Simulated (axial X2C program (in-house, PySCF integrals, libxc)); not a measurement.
Which molecule has these constants?

Calculated with an in-house relativistic program for diatomic molecules, spin-free (one-electron X2C) or two-component (2c: spin–orbit coupling with atomic mean-field Coulomb and Gaunt terms, which also bring small scalar terms), in Dyall basis sets with cores contracted in-house; open shells are unrestricted.

A two-component PBE0 calculation in a Dyall 3-zeta basis gave Re = 1.874 Å, ωe = 423.9 cm⁻¹, De = 0.14 eV, Ω = 2.

Problem. Which molecule is it?
A. KO⁺
B. AsO⁺
C. GeO⁺
D. GaO⁺
E. CrO⁺

Solution. D. The others have GeO⁺ 1.768 Å and 744.6 cm⁻¹ (Ω = 3/2); CrO⁺ 1.580 Å and 764.3 cm⁻¹ (Ω = 3/2); KO⁺ 2.953 Å and 125.8 cm⁻¹ (Ω = 1); AsO⁺ 1.553 Å and 1180.6 cm⁻¹ (Ω = 0).

Each entry is the lowest single determinant of a limited PBE0 search at one distance. De goes to single-determinant-based atoms at the same level (for ions the charge split of lowest energy) and is withheld (n/a) where an atom does not fit its ground term or J level. Main or longest-lived isotopes. One determinant is a doubtful description, or other states lie close, for GaO⁺, GeO⁺, CrO⁺, KO⁺; these need not be ground states, and all values refer to the states named. Some open-shell Ω = 0 determinants are out of reach, so the Ω given for GaO⁺, KO⁺ need not be the lowest component. With several unpaired electrons the Ω given is that of one determinant, not necessarily of the lowest component. Some light 2c atoms are not at their ground J level, so De misses part of their lowering (0.04 eV or less). The functionals have no current term, which raises determinants with orbital currents. Where the atoms have a lower orbital projection than the molecule, De at mean-field level may be about a tenth of an eV too small.
